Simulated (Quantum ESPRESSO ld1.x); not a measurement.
The numbers below are computed, except where a source is named.
Ho V, configuration [Xe] 4f9 (the NIST ground configuration).

Level of theory: scalar-relativistic Kohn-Sham, LDA (Slater exchange, Perdew-Zunger correlation), spin-unpolarised, spherical densities, point nucleus (ld1.x of Quantum ESPRESSO 7.5).

Energy parts (eV):
total: -342998.2
kinetic: 370918.0
electron-nucleus: -837445.8
Hartree: 130610.5
exchange-correlation: -7080.8

Orbitals (lengths in bohr, moments of r in powers of bohr):
[
 {"orbital": "1s", "occ.": "2", "eigenvalue (eV)": "-55504.4", "<r>": "0.02075", "<r^4>": "9.271e-07"},
 {"orbital": "2s", "occ.": "2", "eigenvalue (eV)": "-9331.17", "<r>": "0.08815", "<r^4>": "0.0001450"},
 {"orbital": "2p", "occ.": "6", "eigenvalue (eV)": "-8275.92", "<r>": "0.07809", "<r^4>": "0.0001096"},
 {"orbital": "3s", "occ.": "2", "eigenvalue (eV)": "-2127.80", "<r>": "0.2301", "<r^4>": "0.005517"},
 {"orbital": "3p", "occ.": "6", "eigenvalue (eV)": "-1805.38", "<r>": "0.2291", "<r^4>": "0.005810"},
 {"orbital": "3d", "occ.": "10", "eigenvalue (eV)": "-1395.46", "<r>": "0.2080", "<r^4>": "0.004573"},
 {"orbital": "4s", "occ.": "2", "eigenvalue (eV)": "-464.139", "<r>": "0.5179", "<r^4>": "0.1333"},
 {"orbital": "4p", "occ.": "6", "eigenvalue (eV)": "-357.668", "<r>": "0.5485", "<r^4>": "0.1750"},
 {"orbital": "4d", "occ.": "10", "eigenvalue (eV)": "-213.781", "<r>": "0.5920", "<r^4>": "0.2679"},
 {"orbital": "5s", "occ.": "2", "eigenvalue (eV)": "-97.5386", "<r>": "1.223", "<r^4>": "4.093"},
 {"orbital": "5p", "occ.": "6", "eigenvalue (eV)": "-70.6871", "<r>": "1.402", "<r^4>": "7.307"},
 {"orbital": "4f", "occ.": "9", "eigenvalue (eV)": "-56.0046", "<r>": "0.7436", "<r^4>": "1.165"}
]

The highest occupied level is 4f at -56.005 eV. Summed over all electrons, <r^2> = 30.73 bohr^2, which gives a Langevin (diamagnetic) susceptibility term of -24.3 x 10^-6 cm^3/mol.

Run on one thread of a shared host, so times are rough (Intel(R) Xeon(R) Processor @ 2.60GHz): 0.7 s of CPU time, 0.74 s wall, 24 iterations on 2103 mesh points.
